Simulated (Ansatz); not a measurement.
Ansatz (a quantum-chemistry and plane-wave program) input (RI-MP2/def2-QZVPP):
A basis named .json is the Basis Set Exchange file of that set.

Ansatz 0.2 input:
```yaml
crystal:
  periodic: [false, false, false]
  atoms:
    - {symbol: Cr, position_ang: [-0.00000000, -0.00000000, -0.00000000]}
    - {symbol: F, position_ang: [1.56788760, -0.31771097, -0.60098805]}
    - {symbol: F, position_ang: [0.11457473, 0.63957800, 1.58057301]}
    - {symbol: F, position_ang: [-0.78154061, 1.12981532, -1.01642022]}
    - {symbol: F, position_ang: [-0.90092172, -1.45168235, 0.03683526]}
basis:
  gaussian:
    orbitals: def2-QZVPP.json
    fitting: {mean_field: def2-universal-jkfit, correlation: def2-QZVPP-RIFIT.json}
magnetization: {spin_polarized: true, initial_magnetization: 2}
correlation: {method: mp2, electrons: outside_noble_gas}
```

Output:

```
Functional definition: HF
integrals: 0.57 GiB planned
572 factors; integrals over basis functions are off by at most 1.4e0 eV
mean field: 1.36 GiB planned
mean field evaluation 1: about -39210.9969 eV, gradient 5.9e1 eV
mean field evaluation 2: about -39196.1535 eV, gradient 1.0e2 eV
mean field evaluation 4: about -39221.4692 eV, gradient 2.9e0 eV
mean field evaluation 8: about -39221.5256 eV, gradient 1.2e-2 eV
mean field evaluation 16: about -39214.6493 eV, gradient 2.8e0 eV
mean field evaluation 32: about -39215.4380 eV, gradient 3.8e0 eV
mean field -39221.52556156 eV, -1441.3644790823 hartree, gradient 4.6e-6 eV, S^2 2.019271; 2 other end points of the search recorded, 0 dependent functions left out
13 core orbitals not correlated
873 factors; their error is unknown
reference -39221.52556156 eV, -1441.3644790823 hartree; 18, 16 occupied and 290, 292 virtual orbitals, 873 factors
second order -36.32597669 eV of doubles, -0.00000000 eV of singles
Total energy: -39257.85153825 eV, -1442.6994341031 hartree
```

The spin state was set by rule; other spins were not relaxed.
